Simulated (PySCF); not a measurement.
Question: Give a PBE0-D3(BJ)/def2-SVP geometry of InChI=1S/CH7FSi2Te/c2-1-4-5-3/h1,4H2,3H3.

Answer: 
Z-matrix in Å and degrees, rows numbered from 1:
```
F 
C   1  1.3726
Si  2  1.9053  1  112.16
Te  3  2.5008  2  111.65  1    50.40
Si  4  2.5034  3   91.27  2    43.49
H   2  1.1065  1  109.48  3  -121.23
H   2  1.1056  1  109.41  3   122.12
H   3  1.4919  2  111.28  1   -68.06
H   3  1.4963  2  106.45  1   172.67
H   5  1.4921  4  110.68  3   -71.20
H   5  1.4911  4  106.98  3   168.72
H   5  1.4952  4  110.30  3    49.32
```

Of the pairs four or more bonds apart, Si5···H7 is among the closest relative to their van der Waals radii: 3.21 Å, 97 % of the sum of Bondi's values. Si3 (SiH2 silicon) is tetrahedral (angles from 106.2° to 111.8°). Te4 (tellurium bonded to 2 Si) is bent (angle 91.3°). Si5 (SiH3 silicon) is tetrahedral (angles from 107.0° to 110.7°).

Theory: PBE0-D3(BJ)/def2-SVP geometry optimisation, gas phase, def2 core potentials past Kr in PySCF 2.14.0.

Point group: C1 (no symmetry element, even within 0.4 Å). Stationary, but not proved a minimum. The numbers are those of one conformer (F1–C2–Si3–Te4 50°, C2–Si3–Te4–Si5 43°).

Time: 92 s; peak memory 0.54 GiB. Hardware: an Arm Neoverse N1 with one thread, no GPU, shared host with 64 logical CPUs at a one-minute load of 8.7. These figures are those of the optimisation.
